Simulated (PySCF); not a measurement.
H7NOSi2. Atoms are numbered in the order given.

```xyz
11

Si     1.8015     0.0677     0.3523
O      0.5091    -0.0725    -0.6776
Si    -1.1618    -0.0855    -0.6219
N     -1.8130     0.0783     0.9639
H      1.8020    -1.0304     1.3649
H      3.0527    -0.0099    -0.4485
H      1.7689     1.3722     1.0792
H     -1.6393     1.0629    -1.4339
H     -1.6094    -1.3913    -1.1701
H     -1.8678     0.9741     1.4368
H     -1.8435    -0.6952     1.6196
```

Coordinates come from a B3LYP-D3(BJ)/def2-SVP optimisation. The values are those of a single conformer.

All values below come from PySCF with PBE/pcSseg-1.

GIAO shieldings, no solvent; atoms alike by connectivity are averaged. δ = σ(ref) − σ: ²⁹Si against TMS (σ = 335.4 ppm); ¹⁷O against H2O (σ = 334.3 ppm); ¹⁵N against NH3 (σ = 267.0 ppm); ¹H against TMS (σ = 31.49 ppm), references at their B3LYP-D3(BJ)/def2-TZVP geometries, non-relativistic.

Computed chemical shifts:
```tsv
nucleus	atoms	count	δ (ppm)
²⁹Si	Si3	1	-36.9
²⁹Si	Si1	1	-45.4
¹⁷O	O2	1	59.8
¹⁵N	N4	1	42.8
¹H	H5, H6, H7	3	5.43
¹H	H8, H9	2	5.24
¹H	H10, H11	2	1.60
```
